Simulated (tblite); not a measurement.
Compound: C₅H₁₄NSi (doublet state).
SMILES with atom numbers: `[CH2:1][C:2]([CH3:3])([CH3:4])[CH2:5][NH:6][SiH3:7]` (hydrogens: H8, H9 on C1; H10, H11, H12 on C3; H13, H14, H15 on C4; H16, H17 on C5; H18 on N6; H19, H20, H21 on Si7)

Structure used (GFN2-xTB), in Å, numbered top down from 1:
```xyz
21
C5H14NSi angstrom
C     -0.272   -0.047    1.466
C     -0.773   -0.102    0.084
C     -2.010   -1.022    0.004
C     -1.136    1.292   -0.429
C      0.317   -0.741   -0.841
N      1.518    0.026   -0.981
Si     2.604    0.294    0.327
H     -0.301    0.862    2.033
H     -0.020   -0.956    1.976
H     -2.805   -0.636    0.639
H     -1.759   -2.027    0.335
H     -2.377   -1.075   -1.019
H     -1.449    1.250   -1.470
H     -0.281    1.960   -0.347
H     -1.952    1.708    0.158
H      0.588   -1.711   -0.417
H     -0.122   -0.907   -1.830
H      1.403    0.786   -1.635
H      2.825   -1.012    0.941
H      3.801    0.807   -0.345
H      2.195    1.268    1.350
```

Level: GFN2-xTB in tblite, geometry and Hessian alike; calculated harmonic values, unscaled, isolated species. Errors from tens to a few hundred cm⁻¹ against measured bands are possible. Modes of hydrogen on silicon can be 10 to 20 % off. One conformer, not necessarily the lowest. Open shells enter through the occupations alone, without spin polarisation, and single modes of such species can be off by tens of per cent.

Harmonic wavenumbers (cm⁻¹): 56.3, 82.2, 158.1, 199.0, 225.1, 250.8, 254.5, 282.4, 323.1, 359.6, 404.3, 412.9, 487.8, 518.3, 541.6, 576.5, 618.2, 757.0, 780.8, 792.4, 816.2, 834.9, 901.1, 921.6, 956.6, 968.6, 1002.5, 1017.4, 1148.0, 1165.8, 1175.4, 1208.9, 1300.7, 1323.8, 1371.5, 1391.2, 1401.1, 1416.6, 1473.9, 1491.9, 1496.0, 1503.3, 1511.5, 2176.9, 2234.6, 2273.6, 2926.9, 2960.4, 3018.4, 3023.0, 3027.8, 3034.1, 3036.9, 3040.2, 3132.2, 3174.8, 3448.1.

A = 3731, B = 1283, C = 1243 MHz; mass 116.090 u (most abundant isotopes); point group C1, symmetry number 1; spin multiplicity 2.

**Question.** What is the zero-point energy?

**Answer.** ½Σν̃ = 38194 cm⁻¹ = 109.20 kcal/mol.

**Question.** Entropy at 298.15 K, 1 bar (ideal gas, RRHO, classical rotation)?

**Answer.** Translation 40.19, rotation 28.38, vibration 29.15, spin (R ln 2) 1.38: S = 99.1 cal/(mol K).

**Question.** And Cp and H(298.15 K) − H(0)?

**Answer.** Cp = 42.29 cal/(mol K), of which vibrations give 34.34 (their classical limit is 57 R = 113.3); H(298.15 K) − H(0) = 7.28 kcal/mol without the zero-point energy, 4.91 from vibrations.

**Question.** Blend soft modes into free rotors: weight 1/[1 + (100 cm⁻¹/ν̃)⁴] for the oscillator and the rest for a rotor with moment μB/(μ + B), μ = h/(8π²ν), B = 10⁻⁴⁴ kg m². What vibrational entropy results?

**Answer.** 27.57 cal/(mol K) in place of 29.15, which changes −T·S at 298.15 K by +0.47 kcal/mol.

**Question.** How do the functions run with temperature in this model?

**Answer.** 
```
 T (K)  S (cal/(mol K))  Cp (cal/(mol K))  H − H(0) (kcal/mol)  G − H(0) (kcal/mol)  ln q(vib)
    50             57.9              11.8                 0.47                -2.42       0.34
   100             68.0              18.3                 1.22                -5.58       1.26
373.15            109.5              50.4                10.76               -30.09       8.48
   500            125.9              62.1                17.92               -45.03      12.05
   750            154.5              78.7                35.67               -80.17      18.90
  1000            178.7              89.9                56.83              -121.90      25.30
```

q(vib) and H(0) count from the zero-point level.

**Question.** What must be added to the electronic energy to get the Gibbs energy at 298.15 K and 1 bar?

**Answer.** ZPE + [H(298.15 K) − H(0)] − T·S = 109.20 + 7.28 − 29.55 = 86.93 kcal/mol.

Hindered rotation and anharmonicity are outside this model. Other conformers, if any are populated, would add a mixing term that is left out. The structure is chiral; the term R ln 2 for an equal mix with its mirror image is left out.
